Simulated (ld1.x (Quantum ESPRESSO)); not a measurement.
**Which change was made? (Ne, TM)**

| Property | Result |
| --- | --- |
| Element | neon (Ne) |
| Generator | ld1.x (Quantum ESPRESSO) 7.5 |
| Type | norm-conserving Troullier–Martins (Kleinman–Bylander form) |
| Functional | PBE |
| Relativity | scalar-relativistic |
| Frozen core | [He] |
| Valence charge | 8 |
| Reference configuration | 2s2 2p6 |
| Partial waves | 2s (bound): rc 0.50 bohr; 2p (bound): rc 0.80 bohr; 3d channel at 0.45 Ry: rc 0.80 bohr |
| Local potential | all-electron potential smoothed inside 0.50 bohr (lloc = -1) |
| Core correction | Bessel-smoothed model core, default radius (core density twice the valence density) |

Cutoffs, loose and tight: the cutoffs (Ry, on a coarse ladder) from which the occupation-weighted sum of valence levels, in a spherical-Bessel basis at the reference potential, stays within 10 and 1 mRy of its value at 400 Ry. They do not see the model core or the augmentation charge, which bear on the density cutoff. Test errors are all-electron minus pseudo excitation energies from the reference, over the configurations 2s2 2p5; 2s2 2p4; 2s2 2p3; 2s1 2p6; 2s2 2p2; 2s2 2p5.5; variants that change the core or the reference have their own tests.

The base gives: outcome: generated; cutoff, loose: 300 Ry; cutoff, tight: over 300 Ry; bound ghosts: none; largest test error (meV): +281.

Problem. After one change the result is: outcome: generated; bound ghosts: not determined; largest test error (meV): +195. Which change was it?
A. all radii but the core radius scaled by about 0.75 (s 0.38, p 0.60, d 0.60 bohr); local potential all-electron potential smoothed inside 0.38 bohr (lloc = -1)
B. all radii but the core radius scaled by about 1.37 (s 0.68, p 1.10, d 1.10 bohr); local potential all-electron potential smoothed inside 0.68 bohr (lloc = -1)
C. all radii but the core radius scaled by about 1.20 (s 0.60, p 0.96, d 0.96 bohr); local potential all-electron potential smoothed inside 0.60 bohr (lloc = -1)

Solution. A. The others give: all radii but the core radius scaled by about 1.20 (s 0.60, p 0.96, d 0.96 bohr); local potential all-electron potential smoothed inside 0.60 bohr (lloc = -1) → outcome: generated; cutoff, loose: 230 Ry; cutoff, tight: over 300 Ry; bound ghosts: none; largest test error (meV): +555 | all radii but the core radius scaled by about 1.37 (s 0.68, p 1.10, d 1.10 bohr); local potential all-electron potential smoothed inside 0.68 bohr (lloc = -1) → outcome: generated; cutoff, loose: 200 Ry; cutoff, tight: 300 Ry; bound ghosts: none; largest test error (meV): +1093.
